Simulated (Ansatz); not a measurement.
PdS2. Total charge 0; singlet. Geometry B3LYP-D4/def2-TZVP; atoms count from 1.

```tsv
atom	x (Å)	y (Å)	z (Å)
Pd1	-0.4787	0.2089	-0.0758
S2	-0.4470	-1.1487	1.4952
S3	0.9258	0.9398	-1.4194
```

In the def2 sets Pd takes a core potential; there is no spin–orbit coupling. No other spin state of charge 0 was run. Another isomer (triplet) lies 2.04 eV lower at PBE0-D4/def2-TZVP; other spin states weren't run for this one.

(1) Estimate the Mulliken populations from the PBE0/def2-TZVP orbitals of Ansatz.

(2) And the Mayer bond orders between bonded heavy atoms (over 0.3)?

Results:

(1) 
| atom | charge (e) | d electrons |
| --- | --- | --- |
| Pd1 | 0.57 | 8.57 |
| S2 | -0.29 | – |
| S3 | -0.29 | – |
Mulliken values and Mayer orders depend strongly on the basis.

(2) Pd1–S2 1.56 (2.08 Å); Pd1–S3 1.56 (2.08 Å). Values over 0.3 also appear between atoms too far apart for a bond (S2–S3 0.86 at 3.84 Å); they arise where an orbital or an unpaired electron spreads over both atoms.
